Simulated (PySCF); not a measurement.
Q: What does the PBE0-D3(BJ)/def2-SVP structure of InChI=1S/H10Si4/c1-3-4-2/h3-4H2,1-2H3 look like in three dimensions?

A: 
Z-matrix in Å and degrees, rows numbered from 1:
```
Si
Si  1  2.3460
Si  2  2.3462  1  108.85
Si  3  2.3458  2  108.95  1    57.06
H   1  1.4952  2  111.30  3   179.69
H   1  1.4956  2  109.63  3    59.08
H   1  1.4955  2  109.44  3   -59.95
H   2  1.4977  1  109.38  3   119.21
H   2  1.4974  1  110.08  3  -121.61
H   3  1.4979  2  109.04  1   -62.15
H   3  1.4973  2  110.93  1   178.39
H   4  1.4956  3  109.48  2   -59.92
H   4  1.4957  3  109.61  2    59.09
H   4  1.4952  3  111.33  2   179.67
```

All 3 Si–Si bonds measure 2.346 Å. Si2 (SiH2 silicon) is tetrahedral (angles from 108.5° to 110.8°). Si1 (SiH3 silicon) is tetrahedral (angles from 108.6° to 111.3°).

The calculation used PBE0-D3(BJ)/def2-SVP geometry optimisation, gas phase in PySCF 2.14.0.

Point group: C2 (tolerance 0.08 Å). No PBE0-D3(BJ)/def2-SVP frequencies stand behind this structure, so it isn't proved a minimum. One conformer, not necessarily the lowest (Si1–Si2–Si3–Si4 57°).
